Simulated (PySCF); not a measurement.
Ge(H)2(Br)(OH) (BrGeH3O), SMILES [OH][GeH2][Br]. Geometry optimised at PBE0-D3(BJ)/def2-SVP. Other conformers were not sampled.

### Question
Give the equilibrium geometry at PBE0-D3(BJ)/def2-SVP (PySCF confirms it by a frequency run) as bond lengths and angles. (Estimate from the structure and the level; the computed values follow.)

### Answer
Several could match; the one computed here: 
Atoms: Ge1 O2 Br3 H4 H5 H6. Bonds (Å): Ge1–O2 1.767, Ge1–Br3 2.314, Ge1–H4 1.528, Ge1–H5 1.537, O2–H6 0.964. Angles (°): O2–Ge1–Br3 109.7, O2–Ge1–H4 105.3, O2–Ge1–H5 111.6, Br3–Ge1–H4 108.8, Br3–Ge1–H5 106.1, H4–Ge1–H5 115.4, Ge1–O2–H6 113.4.
